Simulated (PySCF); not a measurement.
Species: C₅H₂BrClOS.
Structure used (PBE0-D3(BJ)/def2-SVP), in Å, numbered top down from 1:
```
atom  x, y, z in Å
O1     2.1611   -1.5904    1.6020
C2     1.9121   -0.7303    0.8201
Cl3    3.2109    0.2418    0.0795
C4     0.5794   -0.3486    0.3627
C5     0.1892    0.6178   -0.5399
C6    -1.2167    0.6467   -0.6923
Br7   -2.1040    1.8322   -1.8368
C8    -1.8651   -0.2854    0.0863
S9    -0.7728   -1.2095    1.0153
H10    0.8883    1.2696   -1.0618
H11   -2.9384   -0.4606    0.1475
```

Linear response at CAM-B3LYP/def2-SVPD (PySCF, frozen core in the response, non-relativistic). Relativistic effects, spin–orbit coupling among them, are left out although an element past zinc is present.

Static isotropic polarisability: 116.57 au (17.27 Å³), principal values 69.6, 124.2, 155.9 au.

(1) What is the polarisability at 1064 nm and at the sodium D line?

(2) What is the isotropic C6 coefficient between two such molecules, C6 = (3/π)∫α(iω)² dω?

(3) Which effective excitation energy ω̄ makes London's formula C6 = (3/4)α²ω̄ exact here?

(4) How anisotropic is the static polarisability, by Δα² = ½[(α1 − α2)² + (α2 − α3)² + (α3 − α1)²]?

(5) What n − 1 at the D line would an ideal gas of it have at 273.15 K and 1 atm (2.6868 × 10¹⁹ cm⁻³), by n − 1 = 2π·N·α′?

(6) The lowest 10 singlets have (eV, f): 4.45, 0.107; 4.71, 0.000; 5.09, 0.203; 5.70, 0.000; 6.04, 0.001; 6.07, 0.000; 6.36, 0.011; 6.40, 0.001; 6.60, 0.262; 6.68, 0.000. What share of the static polarisability do they carry in the sum over states α = Σ f/ω²?

(7) What three-body coefficient follows from the one-pole estimate C9 = (3/4)·α·C6?

(8) How many electrons N does the Slater–Kirkwood formula C6 = (3/4)·√N·α^(3/2) need to give this C6?

(9) What molar refraction at the D line follows from R = (4π/3)·N_A·α′, with α′ the polarisability volume?

Results:

(1) 118.23 au at 1064 nm (+1.4 %), 122.44 au at 589.3 nm (+5.0 %). The rise at 589.3 nm is 3.55 times that at 1064 nm; a pure ω² law gives 3.26. The lowest singlet lies at 279 nm, shorter than both wavelengths.

(2) 4842 au (Eh·bohr⁶) by a ten-point quadrature over imaginary frequencies, which is 2890 eV·Å⁶ or 279 J·nm⁶/mol.

(3) ω̄ = 4·C6/(3α²) = 0.475 Eh = 12.9 eV. A one-pole form α(ω) = α/(1 − ω²/ω̄²) fitted to the 1064 nm value gives 9.9 eV. London's choice of the ionisation energy (9.42 eV, ΔSCF at the same level) gives C6 = 3530 au, 27 % too low.

(4) Δα = 75.6 au, or 0.65 of the isotropic value.

(5) 30.63 × 10⁻⁴, a formal value whether or not that pressure can be reached.

(6) 14.51 au, 12.4 % of α; the largest term, 5.79 au, is that of the state at 5.09 eV. Their oscillator strengths add up to 0.59. Higher states carry the rest.

(7) 423000 au. This is an estimate from the two numbers above, not a computed integral.

(8) N = (4·C6/3)²/α³ = 26.3; the species has 108 electrons in all.

(9) α′ = 18.14 Å³ gives R = 45.77 cm³/mol, for isolated, non-vibrating species.

The run took 3.9 min (grids of density and orbitals included) on one thread, Arm Neoverse V2 (aarch64), no GPU, shared host with 96 logical CPUs at a one-minute load of 18, and the process peaked at 1.2 GiB of memory. This is the whole response run at CAM-B3LYP/def2-SVPD, SCF included.

One conformer stands for the species.
